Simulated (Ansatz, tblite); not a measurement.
Forces on Si8Ge8H26, an alloyed nanocrystal cut from the lattice of silicon (8 Ge, core) at its r2SCAN-D4/def2-SVP geometry. Charge 0, multiplicity 1.

The xTB rows come from tblite. Single mean-field runs in def2-TZVP are fitted with def2-universal-jkfit.

GFN1-xTB (tblite), largest force 0.56 eV/Å:

```xyz
42
positions Å, forces eV/Å
Ge    0.722    1.084   -1.890    0.151    0.178   -0.234
Ge   -2.007   -1.203   -0.127   -0.170   -0.231   -0.074
Ge    1.531   -0.635    1.586    0.254   -0.041    0.208
Ge    2.591    2.596   -1.542   -0.075    0.026   -0.031
Ge    1.519   -0.904   -3.038   -0.116    0.025   -0.012
Ge    3.387    0.906    1.880   -0.052   -0.020    0.063
Ge    2.321   -2.607    0.407   -0.097   -0.015    0.067
Ge   -0.213    0.394    0.243   -0.139    0.006    0.035
Si    4.276    1.490   -0.259    0.283    0.064   -0.034
Si    3.209   -1.954   -1.714    0.224   -0.142   -0.123
Si   -4.408    1.772   -0.310   -0.271   -0.026    0.057
Si   -3.614    0.088    3.098   -0.274   -0.022    0.047
Si   -3.688   -0.149   -1.451   -0.069    0.171   -0.137
Si    4.986   -0.450   -1.383    0.117   -0.013   -0.034
Si   -2.884   -1.851    1.994    0.016   -0.010    0.229
Si   -5.257    1.148    1.792    0.102    0.211    0.081
H     5.449    2.408   -0.078   -0.256   -0.096    0.012
H     3.727   -3.165   -2.433   -0.184    0.170    0.127
H    -0.371    1.778   -2.734    0.214   -0.146    0.202
H    -1.417   -2.422   -0.867   -0.006    0.334    0.167
H     0.955   -1.039    2.962    0.098    0.101   -0.297
H    -5.465    2.490   -1.092    0.492   -0.043    0.188
H    -3.249    2.701   -0.124   -0.401   -0.075   -0.159
H    -2.453    1.015    3.290   -0.324   -0.239    0.173
H    -4.174   -0.247    4.446    0.375    0.203   -0.310
H     3.166    3.030   -2.906   -0.252    0.066    0.475
H     2.107    3.863   -0.808    0.141   -0.275   -0.439
H     2.103   -0.513   -4.411   -0.356   -0.216    0.369
H     0.347   -1.875   -3.284    0.351    0.376   -0.165
H    -3.121    0.200   -2.793   -0.257   -0.284    0.199
H    -4.848   -1.073   -1.655    0.424    0.200   -0.134
H     5.567   -0.068   -2.711    0.039   -0.202    0.447
H     6.061   -1.121   -0.582   -0.160    0.221   -0.409
H     4.479    0.242    2.743   -0.389    0.358   -0.117
H     2.902    2.169    2.619    0.239   -0.480   -0.021
H     3.419   -3.304    1.236   -0.497    0.083   -0.236
H     1.164   -3.608    0.221    0.448    0.172    0.250
H    -0.778    1.627    0.985    0.139   -0.381   -0.221
H    -1.820   -2.553    2.781   -0.358   -0.072   -0.231
H    -4.037   -2.790    1.818    0.472    0.098    0.073
H    -5.797    2.347    2.511   -0.077   -0.441   -0.200
H    -6.385    0.186    1.580    0.203    0.408    0.155
```

GFN2-xTB (tblite), largest force 0.68 eV/Å:

```
Ge 0.050 0.178 -0.085
Ge -0.629 0.127 0.210
Ge 0.107 0.055 0.163
Ge 0.111 -0.205 0.170
Ge 0.122 -0.055 0.267
Ge 0.004 0.021 -0.288
Ge 0.006 0.191 -0.230
Ge -0.124 -0.353 -0.145
Si 0.424 0.286 0.043
Si 0.242 -0.387 -0.248
Si -0.193 -0.064 -0.006
Si -0.186 -0.079 0.024
Si 0.022 0.152 -0.277
Si 0.260 -0.045 -0.083
Si 0.147 -0.111 0.257
Si 0.083 0.207 0.083
H -0.345 -0.164 -0.001
H -0.226 0.259 0.181
H 0.008 -0.045 0.074
H 0.120 0.106 0.024
H -0.027 0.029 -0.077
H 0.436 -0.089 0.188
H -0.365 -0.177 -0.120
H -0.323 -0.266 0.061
H 0.316 0.165 -0.325
H -0.147 0.156 0.291
H 0.100 -0.089 -0.352
H -0.273 -0.192 0.165
H 0.190 0.235 -0.205
H -0.216 -0.218 0.302
H 0.381 0.224 -0.023
H -0.084 -0.144 0.402
H -0.246 0.202 -0.297
H -0.212 0.292 0.014
H 0.202 -0.306 0.087
H -0.344 -0.043 -0.137
H 0.289 0.024 0.221
H 0.037 -0.057 -0.037
H -0.345 0.056 -0.251
H 0.397 0.190 0.046
H -0.013 -0.422 -0.205
H 0.244 0.354 0.118
```

PBE-D4/def2-TZVP (Ansatz), largest force 0.19 eV/Å:

```
Ge 0.042 -0.010 0.025
Ge -0.135 0.027 0.045
Ge 0.028 0.020 -0.037
Ge 0.060 -0.093 0.069
Ge 0.070 -0.036 0.102
Ge 0.014 0.005 -0.130
Ge 0.021 0.068 -0.107
Ge 0.015 -0.008 -0.007
Si 0.025 -0.072 -0.041
Si 0.069 0.062 0.014
Si -0.011 -0.080 0.027
Si -0.034 -0.032 -0.072
Si -0.017 0.071 0.018
Si -0.095 0.011 0.027
Si -0.010 0.056 0.050
Si 0.082 -0.006 -0.022
H 0.034 0.029 0.006
H 0.009 -0.037 -0.020
H -0.135 0.075 -0.095
H 0.087 -0.140 -0.090
H -0.077 -0.050 0.157
H -0.016 0.027 -0.022
H 0.022 0.010 0.000
H 0.022 0.010 -0.001
H -0.002 -0.003 0.038
H 0.067 0.057 -0.156
H -0.051 0.140 0.082
H 0.064 0.045 -0.154
H -0.129 -0.106 -0.025
H 0.007 0.007 -0.035
H -0.028 -0.019 -0.009
H 0.019 0.006 -0.026
H 0.028 -0.012 0.012
H 0.128 -0.072 0.104
H -0.052 0.141 0.081
H 0.121 -0.078 0.094
H -0.128 -0.108 -0.021
H -0.067 0.126 0.078
H 0.020 -0.021 0.022
H -0.026 -0.024 0.001
H -0.024 0.025 0.018
H -0.021 -0.012 -0.001
```
